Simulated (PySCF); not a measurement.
These 5 structures share the formula C3H12N2Si. Computed with PySCF, PBE0-D3(BJ)/def2-SVP geometry optimisation, gas phase. One conformer each; no zero-point energy, no entropy. No frequencies were run at this level. Point groups hold within 0.08 Å.

Question: Rank from lowest to highest electronic energy at this level (kcal/mol).
A. `[CH3:1][CH:2]([CH3:3])[NH:4][SiH2:5][NH2:6]` with C1–C2–N4–Si5 70°, C2–N4–Si5–N6 -156°, N4–Si5–N6–H -154° and 60°
B. `[CH3:1][CH2:2][NH:3][N:4]([CH3:5])[SiH3:6]` with C1–C2–N3–N4 63°, C2–N3–N4–C5 109°
C. `[CH3:1][CH2:2][CH2:3][SiH:4]([NH2:5])[NH2:6]` with C1–C2–C3–Si4 -176°, C2–C3–Si4–N5 -62°, C3–Si4–N5–H 35° and 178°, C3–Si4–N6–H 60° and -88°
D. `[CH3:1][CH2:2][CH2:3][NH:4][SiH2:5][NH2:6]` with C1–C2–C3–N4 -179°, C2–C3–N4–Si5 94°, C3–N4–Si5–N6 57°, N4–Si5–N6–H 60° and -150°
E. `[CH3:1][CH:2]([CH3:3])[SiH:4]([NH2:5])[NH2:6]` with C1–C2–Si4–N5 65°, C2–Si4–N5–H 38° and -179°, C2–Si4–N6–H -87° and 63°

Answer: C (0.0), E (0.4), D (11.9), A (12.5), B (65.8).

As drawn, the lowest has an Si–C bond, which the highest lacks; the highest has an N–N linkage, which the lowest lacks. Neighbours under 2.5 kcal/mol apart (CCC[SiH](N)N and CC(C)[SiH](N)N; CCCN[SiH2]N and CC(C)N[SiH2]N) can change places with a better method, another conformer or zero-point energy.

```
        SMILES      E (Eh)  E rel (kcal/mol)  dipole (D)  point group     A, B, C (MHz)
  CCC[SiH](N)N  -519.95939               0.0        0.51           C1  5574, 1316, 1147
CC(C)[SiH](N)N  -519.95875               0.4        0.47           C1  3668, 1976, 1707
   CCCN[SiH2]N  -519.94041              11.9        0.79           C1  6221, 1164, 1100
 CC(C)N[SiH2]N  -519.93942              12.5        1.03           C1  5394, 1477, 1340
 CCNN(C)[SiH3]  -519.85445              65.8        0.52           C1  3678, 1997, 1468
```

Question: As an exercise, what shares would exp(−E/RT) give at 500 K from these electronic energies alone (no entropy, no degeneracies)?

Answer: RT = 0.994 kcal/mol: CCC[SiH](N)N 59.9 %, CC(C)[SiH](N)N 40.1 %, CCCN[SiH2]N under 0.1 %, CC(C)N[SiH2]N under 0.1 %, CCNN(C)[SiH3] under 0.1 %.
